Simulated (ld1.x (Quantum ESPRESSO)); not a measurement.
## Au: one change to an RRKJ potential, before and after

```json
{"Element": "Au (Z = 79)", "Generator": "ld1.x (Quantum ESPRESSO) 7.5", "Type": "norm-conserving RRKJ (Kleinman–Bylander form)", "Functional": "PBE", "Relativity": "scalar-relativistic", "Frozen core": "[Kr] 4d10 4f14 5s2", "Valence charge": "17", "Reference configuration": "5p6 5d10 6s1 6p0", "Partial waves": "6s (bound): rc 2.10 bohr; 5p (bound): rc 1.75 bohr; 5d (bound): rc 2.20 bohr", "Local potential": "all-electron potential smoothed inside 1.95 bohr (lloc = -1)", "Core correction": "none", "rho0": "0.005"}
```

All-electron outer shells of the reference configuration (PBE, scalar-relativistic, ld1.x):

```csv
shell,level (eV),outermost node (bohr),outermost maximum (bohr)
5s,-108.37,0.48,0.84
4f,-81.12,–,0.37
5p,-59.78,0.52,0.96
5d,-6.88,0.56,1.21
6s,-5.76,1.11,2.32
6p,-0.77,1.32,3.64
```

Change: wave 5d (bound): rc 2.20 bohr becomes 5d (bound): rc 2.84 bohr.

Cutoffs: the cutoffs (Ry, on a coarse ladder) from which the occupation-weighted sum of valence levels, in a spherical-Bessel basis at the reference potential, stays within 10 and 1 mRy of its value at 400 Ry; they do not see the model core or the augmentation charge, which bear on the density cutoff. Errors are all-electron minus pseudo energies relative to the spin-unpolarised reference configuration.

Task: Predict the effect on cutoff, ghosts and configuration errors.

Result: The potential gets softer (35 Ry and 45 Ry → 30 Ry and 40 Ry); both files keep a bound ghost (s); the number of tests that count goes from 7 to 6; of the 6 tests that both files solve, the error grows in 5 and shrinks in 1 by more than 15 % and 0.3 meV (median size 9.6 → 38.7 meV). A larger radius leaves more room for a smooth pseudo-wave, so fewer plane waves are needed.

```csv
quantity,base,changed
"cutoff, loose",35 Ry,30 Ry
"cutoff, tight",45 Ry,40 Ry
loose cutoff by channel (10 mRy a level),"s 21 Ry, p 30 Ry, d 30 Ry","s 21 Ry, p 30 Ry, d 18 Ry"
bound ghosts,s,s
"tests counted (converged, no solver errors)",7 of 7,6 of 7
"error for 5p6 5d10 6s0 6p0, meV [ΔE 9.41 eV]",-10,-20
"error for 5p6 5d9 6s0 6p0, meV [ΔE 30.62 eV]",-9.0,-58
"error for 5p6 5d8 6s0 6p0, meV [ΔE 64.49 eV]",-0.4,+148
"error for 5p6 5d10 6s0 6p1, meV [ΔE 5.25 eV]",+12,+8.8
"error for 5p6 5d7 6s0 6p0, meV [ΔE 112.21 eV]",+44,+878
"error for 5p6 5d10 6s0.5 6p0, meV [ΔE 3.77 eV]",-2.9,-4.0
```

Changed file: Tests not counted: 5p6 5d9 6s2 6p0 (solver errors, printed error -2126 eV). ld1.x printed “convergence not achieved” for 1 of the counted tests; its residual had stalled under 1e-8, short of the target of 1e-14. A true bound ghost makes a file unfit for plane-wave use even where its test errors are small: the radial tests pick states by their node count and pass the ghost by. Where a test does run into it, the solver fails or the error is huge.
